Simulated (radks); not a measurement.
Coulomb parameter of the 4f shell of the dysprosium ion Dy3+ in the model configuration [Xe] 4f7 5d2, as a second difference U = [E(n + 1) + E(n - 1) - 2 E(n)] / (1)^2 with all orbitals relaxed. "Bare": the charge of the atom changes with n. "Screened": the 5d shell takes up the change at fixed total charge, which measures U(4f,4f) + U(5d,5d) - 2 U(4f,5d). Method: scalar-relativistic Kohn-Sham, PBE, spin-unpolarised, spherical densities, finite nucleus; Fermi nuclear charge, rms radius 5.2218 fm; computed with a radial shooting solver on a logarithmic mesh with Libxc functionals.

| case | configuration | E - E(n) (eV) |
|---|---|---|
| start | [Xe] 4f7 5d2 | 0.000 |
| bare +1 | [Xe] 4f8 5d2 | -39.920 |
| bare -1 | [Xe] 4f6 5d2 | 60.842 |
| screened +1 | [Xe] 4f8 5d1 | -18.265 |
| screened -1 | [Xe] 4f6 5d3 | 24.686 |

U(bare) = 20.922 eV, U(screened by 5d) = 6.421 eV, against the Slater integral F0(4f,4f) = 34.112 eV with frozen orbitals.
